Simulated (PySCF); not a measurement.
**Electron correlation in Al (aluminium, neutral)**

[Ne] 3s2 3d1, 2D determinant (an excited configuration). All numbers are calculated (PySCF 2.14, scalar relativity by spin-free X2C-1e, in x2c-QZVPPall with one added diffuse shell each of s, p, d, f type (10s7p5d3f1g, 86 functions)). Frozen: [Ne]; 3 electrons correlated.

MP2 pair energies summed by pair of shells (mhartree):

```
 pair  energy  share (%)
3s-3s  -29.11       78.8
3s-3d   -7.81       21.2
```

Total MP2 correlation energy: -36.93 mhartree.

Same-spin part -2.65 and opposite-spin part -34.28 mhartree; SCS-MP2 scales them by 1/3 and 6/5 to -42.02 mhartree.
